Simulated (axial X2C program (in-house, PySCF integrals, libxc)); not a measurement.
# Spin–orbit effects down a group: molecules with Li (ions), PBE0

Calculated with an axial X2C code built on PySCF integrals, spin-free (one-electron X2C) or two-component (2c: spin–orbit coupling with atomic mean-field Coulomb and Gaunt terms, which also bring small scalar terms), in Dyall basis sets with cores contracted in-house; open shells are unrestricted.

Basis sets: Li dyall-av3z, O dyall-av3z, S dyall-av3z, Se dyall-acv3z, Te dyall-acv3z.

```tsv
molecule	spin-free state	Re (Å)	ωe (cm⁻¹)	De (eV)	2c state	Re 2c (Å)	ωe 2c (cm⁻¹)	De 2c (eV)
LiO⁻	M_S = 1, Λ = 1	1.738	705.2	2.50	Ω = 2	1.739	705.0	2.51
LiS⁻	M_S = 0, Λ = 0	2.053	655.1	2.24	Ω = 0	2.054	654.9	2.24
LiSe⁻	M_S = 0, Λ = 0	2.175	572.0	2.15	Ω = 0	2.176	569.2	2.12
LiTe⁻	M_S = 0, Λ = 0	2.384	506.5	2.01	Ω = 0	2.390	497.2	1.87
```

Fragments in 2c: O- + Li, S- + Li, Se- + Li, Te- + Li. Each entry is the lowest single determinant of a limited PBE0 search at one distance. De goes to single-determinant-based atoms at the same level (for ions the charge split of lowest energy) and is withheld (n/a) where an atom does not fit its ground term or J level. Main or longest-lived isotopes. One determinant is a doubtful description, or other states lie close, for LiO⁻; these need not be ground states, and all values refer to the states named. Some open-shell Ω = 0 determinants are out of reach, so the Ω given for LiO⁻ need not be the lowest component. With several unpaired electrons the Ω given is that of one determinant, not necessarily of the lowest component. Some light 2c atoms are not at their ground J level, so De misses part of their lowering (0.04 eV or less). The functionals have no current term, which raises determinants with orbital currents.
